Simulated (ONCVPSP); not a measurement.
## Reading a pseudo-wave (boron)

Columns: radius, all-electron u(r) and pseudo u(r) of the 2s shell (level -11.59 eV) of boron in the configuration [He] 2s2 2p0.75; PBEsol, non-relativistic, ONCV scheme, ONCVPSP 4.0.1.

| r (bohr) | all-electron | pseudo |
| --- | --- | --- |
| 0.125 | -0.2974 | 0.0441 |
| 0.250 | -0.2733 | 0.0951 |
| 0.375 | -0.1256 | 0.1587 |
| 0.500 | 0.0556 | 0.2371 |
| 0.625 | 0.2302 | 0.3272 |
| 0.750 | 0.3815 | 0.4223 |
| 0.875 | 0.5050 | 0.5154 |
| 1.000 | 0.6000 | 0.5990 |
| 1.125 | 0.6681 | 0.6662 |
| 1.250 | 0.7126 | 0.7120 |
| 1.375 | 0.7369 | 0.7369 |
| 1.500 | 0.7448 | 0.7448 |
| 1.625 | 0.7395 | 0.7395 |
| 1.750 | 0.7241 | 0.7241 |
| 1.875 | 0.7009 | 0.7009 |
| 2.000 | 0.6721 | 0.6721 |
| 2.125 | 0.6394 | 0.6394 |
| 2.250 | 0.6043 | 0.6043 |
| 2.375 | 0.5679 | 0.5679 |
| 2.500 | 0.5311 | 0.5311 |
| 2.625 | 0.4945 | 0.4945 |
| 2.750 | 0.4588 | 0.4588 |
| 2.875 | 0.4242 | 0.4242 |
| 3.000 | 0.3911 | 0.3911 |
| 3.125 | 0.3597 | 0.3597 |
| 3.250 | 0.3300 | 0.3300 |

(1) How many radial nodes do the two functions have?

(2) At about which radius was the pseudo-wave matched?

(3) Where does each function peak?

(4) Is the pseudo-wave norm-conserving?

## Answers

(1) The all-electron 2s function has n − l − 1 = 1; the pseudo-wave has 0, since the states of the same l below it are removed with the core.

(2) 1.45 bohr, where the columns begin to agree (steps of 0.12 bohr).

(3) Outermost all-electron maximum near 1.50 bohr, pseudo maximum near 1.50 bohr (to the table’s step).

(4) Yes: the ONCV scheme keeps the norm inside the radius equal to the all-electron one, which fixes the energy derivative of the logarithmic derivative at the level.
